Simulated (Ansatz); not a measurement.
A run for Ansatz (a first-principles code): R-B3LYP-D3(BJ)/def2-TZVP on C4H6BN (SMILES B1C=CC=CN1).

Ansatz 0.2 input:
```yaml
crystal:
  periodic: [false, false, false]
  atoms:
    - {symbol: C, position_ang: [1.41450000, 0.41240000, 0.08260000]}
    - {symbol: C, position_ang: [1.09610000, -0.89050000, 0.00970000]}
    - {symbol: C, position_ang: [-0.29880000, -1.33650000, -0.03240000]}
    - {symbol: C, position_ang: [-1.30400000, -0.50740000, -0.00200000]}
    - {symbol: N, position_ang: [-1.14810000, 0.90520000, 0.07460000]}
    - {symbol: B, position_ang: [0.27630000, 1.47530000, 0.12360000]}
    - {symbol: H, position_ang: [2.45380000, 0.71090000, 0.11210000]}
    - {symbol: H, position_ang: [1.91420000, -1.62790000, -0.01830000]}
    - {symbol: H, position_ang: [-0.53320000, -2.40260000, -0.09170000]}
    - {symbol: H, position_ang: [-2.33780000, -0.87470000, -0.03510000]}
    - {symbol: H, position_ang: [-1.97130000, 1.56630000, 0.09850000]}
    - {symbol: H, position_ang: [0.43830000, 2.56960000, -0.32160000]}
basis:
  gaussian:
    orbitals: def2-TZVP
hamiltonian:
  xc: b3lyp
  dispersion: d3bj
relax: {f_tol: 0.001, max_steps: 120}
accuracy: high
scf: {lower_state_search: off}
```

It printed:

```
WARN ansatz: RAYON_NUM_THREADS=4 ignored (pool sized by the plan → 4); use --threads N
Functional definition: B3LYP
these checks for a lower state are left out or cut short: stability, starts, cluster_reference, orbital_swaps, neighbouring_geometries, increment
integrals: 1.09 GiB planned
4466 factors; integrals over basis functions are off by at most 2.1e-9 eV
mean field: 2.19 GiB planned
mean field evaluation 1: about -6402.8138 eV, gradient 7.1e1 eV
mean field evaluation 2: about -6390.9683 eV, gradient 9.9e1 eV
mean field evaluation 4: about -6414.5916 eV, gradient 8.6e0 eV
mean field evaluation 8: about -6414.9095 eV, gradient 9.5e-1 eV
mean field evaluation 16: about -6414.9119 eV, gradient 2.1e-4 eV
mean field -6414.91186017 eV, -235.7436626778 hartree, gradient 6.6e-8 eV, S^2 0.000000; 0 other end points of the search recorded, 0 dependent functions left out
the calculation of the forces begins
reference -6414.91190493 eV, -235.7436643228 hartree; 21, 21 occupied and 201, 201 virtual orbitals, 4466 factors
relax step   1: F+E_penalty+E_count = -6415.39859792 eV  Δ(F+E_penalty+E_count) = +0.000e0 eV  max|allowed force component| = 3.708e0 eV/Å  Δτ_max = 0.0000 Å  (22 SCF iters, accepted)
these checks for a lower state are left out or cut short: stability, starts, cluster_reference, orbital_swaps, neighbouring_geometries, increment
integrals: 1.09 GiB planned
4466 factors; integrals over basis functions are off by at most 2.4e-9 eV
mean field: 2.20 GiB planned
mean field evaluation 32: about -6415.4348 eV, gradient 7.8e-8 eV
mean field -6415.43475836 eV, -235.7628788317 hartree, gradient 5.4e-8 eV, S^2 0.000000; 0 other end points of the search recorded, 0 dependent functions left out
the calculation of the forces begins
reference -6415.43480312 eV, -235.7628804766 hartree; 21, 21 occupied and 201, 201 virtual orbitals, 4466 factors
relax step   2: F+E_penalty+E_count = -6415.92376014 eV  Δ(F+E_penalty+E_count) = -5.252e-1 eV  max|allowed force component| = 1.621e0 eV/Å  Δτ_max = 0.1921 Å  (31 SCF iters, accepted)
these checks for a lower state are left out or cut short: stability, starts, cluster_reference, orbital_swaps, neighbouring_geometries, increment
integrals: 1.09 GiB planned
4466 factors; integrals over basis functions are off by at most 2.6e-9 eV
mean field: 2.20 GiB planned
mean field -6415.61649077 eV, -235.7695573748 hartree, gradient 5.2e-8 eV, S^2 0.000000; 0 other end points of the search recorded, 0 dependent functions left out
the calculation of the forces begins
reference -6415.61653515 eV, -235.7695590055 hartree; 21, 21 occupied and 201, 201 virtual orbitals, 4466 factors
relax step   3: F+E_penalty+E_count = -6416.11140934 eV  Δ(F+E_penalty+E_count) = -1.876e-1 eV  max|allowed force component| = 1.127e0 eV/Å  Δτ_max = 0.1704 Å  (31 SCF iters, accepted)
these checks for a lower state are left out or cut short: stability, starts, cluster_reference, orbital_swaps, neighbouring_geometries, increment
integrals: 1.09 GiB planned
4466 factors; integrals over basis functions are off by at most 2.6e-9 eV
mean field: 2.20 GiB planned
mean field -6415.66200423 eV, -235.7712299636 hartree, gradient 3.9e-8 eV, S^2 0.000000; 0 other end points of the search recorded, 0 dependent functions left out
the calculation of the forces begins
reference -6415.66204875 eV, -235.7712315996 hartree; 21, 21 occupied and 201, 201 virtual orbitals, 4466 factors
relax step   4: F+E_penalty+E_count = -6416.15510588 eV  Δ(F+E_penalty+E_count) = -4.370e-2 eV  max|allowed force component| = 1.596e-1 eV/Å  Δτ_max = 0.0605 Å  (32 SCF iters, accepted)
these checks for a lower state are left out or cut short: stability, starts, cluster_reference, orbital_swaps, neighbouring_geometries, increment
integrals: 1.09 GiB planned
4466 factors; integrals over basis functions are off by at most 3.1e-9 eV
mean field: 2.20 GiB planned
mean field -6415.66573290 eV, -235.7713669896 hartree, gradient 3.9e-8 eV, S^2 0.000000; 0 other end points of the search recorded, 0 dependent functions left out
the calculation of the forces begins
reference -6415.66577744 eV, -235.7713686263 hartree; 21, 21 occupied and 201, 201 virtual orbitals, 4466 factors
relax step   5: F+E_penalty+E_count = -6416.15875372 eV  Δ(F+E_penalty+E_count) = -3.648e-3 eV  max|allowed force component| = 1.256e-1 eV/Å  Δτ_max = 0.0282 Å  (33 SCF iters, accepted)
these checks for a lower state are left out or cut short: stability, starts, cluster_reference, orbital_swaps, neighbouring_geometries, increment
integrals: 1.09 GiB planned
4466 factors; integrals over basis functions are off by at most 3.0e-9 eV
mean field: 2.20 GiB planned
mean field evaluation 64: about -6415.6659 eV, gradient 3.5e-1 eV
mean field -6415.66620995 eV, -235.7713845211 hartree, gradient 1.8e-8 eV, S^2 0.000000; 0 other end points of the search recorded, 0 dependent functions left out
the calculation of the forces begins
reference -6415.66625449 eV, -235.7713861576 hartree; 21, 21 occupied and 201, 201 virtual orbitals, 4466 factors
relax step   6: F+E_penalty+E_count = -6416.15923902 eV  Δ(F+E_penalty+E_count) = -4.853e-4 eV  max|allowed force component| = 2.650e-2 eV/Å  Δτ_max = 0.0048 Å  (25 SCF iters, accepted)
these checks for a lower state are left out or cut short: stability, starts, cluster_reference, orbital_swaps, neighbouring_geometries, increment
integrals: 1.09 GiB planned
4466 factors; integrals over basis functions are off by at most 3.0e-9 eV
mean field: 2.20 GiB planned
mean field -6415.66622397 eV, -235.7713850361 hartree, gradient 1.0e-8 eV, S^2 0.000000; 0 other end points of the search recorded, 0 dependent functions left out
the calculation of the forces begins
reference -6415.66626850 eV, -235.7713866726 hartree; 21, 21 occupied and 201, 201 virtual orbitals, 4466 factors
relax step   7: F+E_penalty+E_count = -6416.15926775 eV  Δ(F+E_penalty+E_count) = -2.873e-5 eV  max|allowed force component| = 1.298e-2 eV/Å  Δτ_max = 0.0011 Å  (23 SCF iters, accepted)
these checks for a lower state are left out or cut short: stability, starts, cluster_reference, orbital_swaps, neighbouring_geometries, increment
integrals: 1.09 GiB planned
4466 factors; integrals over basis functions are off by at most 3.0e-9 eV
mean field: 2.20 GiB planned
mean field -6415.66622949 eV, -235.7713852390 hartree, gradient 1.2e-8 eV, S^2 0.000000; 0 other end points of the search recorded, 0 dependent functions left out
the calculation of the forces begins
reference -6415.66627402 eV, -235.7713868756 hartree; 21, 21 occupied and 201, 201 virtual orbitals, 4466 factors
relax step   8: F+E_penalty+E_count = -6416.15927144 eV  Δ(F+E_penalty+E_count) = -3.697e-6 eV  max|allowed force component| = 1.149e-3 eV/Å  Δτ_max = 0.0003 Å  (22 SCF iters, accepted)
these checks for a lower state are left out or cut short: stability, starts, cluster_reference, orbital_swaps, neighbouring_geometries, increment
integrals: 1.09 GiB planned
4466 factors; integrals over basis functions are off by at most 3.0e-9 eV
mean field: 2.20 GiB planned
mean field -6415.66622806 eV, -235.7713851863 hartree, gradient 3.5e-8 eV, S^2 0.000000; 0 other end points of the search recorded, 0 dependent functions left out
the calculation of the forces begins
reference -6415.66627259 eV, -235.7713868228 hartree; 21, 21 occupied and 201, 201 virtual orbitals, 4466 factors
relax step   9: F+E_penalty+E_count = -6416.15927153 eV  Δ(F+E_penalty+E_count) = -9.049e-8 eV  max|allowed force component| = 1.244e-4 eV/Å  Δτ_max = 0.0001 Å  (19 SCF iters, accepted)
Total energy: -6416.15931607 eV, -235.7895058364 hartree
Atom 0 at     1.379495     0.433944     0.006971 Å, force    -0.000120     0.000091    -0.000020 eV/Å
Atom 1 at     1.069302    -0.901859     0.007865 Å, force     0.000102    -0.000006    -0.000017 eV/Å
Atom 2 at    -0.274149    -1.357746     0.001157 Å, force    -0.000097     0.000051    -0.000061 eV/Å
Atom 3 at    -1.301797    -0.463260    -0.006461 Å, force    -0.000003    -0.000036     0.000039 eV/Å
Atom 4 at    -1.058757     0.876574    -0.007743 Å, force    -0.000111    -0.000030    -0.000041 eV/Å
Atom 5 at     0.258304     1.443642    -0.001396 Å, force     0.000124    -0.000058    -0.000014 eV/Å
Atom 6 at     2.426336     0.714885     0.012334 Å, force     0.000050     0.000008     0.000018 eV/Å
Atom 7 at     1.853459    -1.652970     0.013787 Å, force    -0.000002     0.000031     0.000034 eV/Å
Atom 8 at    -0.496245    -2.415289     0.001991 Å, force    -0.000032    -0.000025     0.000013 eV/Å
Atom 9 at    -2.336854    -0.778482    -0.011719 Å, force     0.000023     0.000084     0.000013 eV/Å
Atom 10 at    -1.874023     1.469929    -0.013566 Å, force     0.000084    -0.000101     0.000020 eV/Å
Atom 11 at     0.354930     2.630730    -0.003220 Å, force    -0.000018    -0.000009     0.000016 eV/Å
Dipole moment:    -0.408064    -0.161824    -0.002006 e Å
Checks for a lower state left out: stability, starts, cluster_reference, orbital_swaps, neighbouring_geometries, increment
```

Self-consistency was reached.

Cost: around 8 core-minutes (rough).
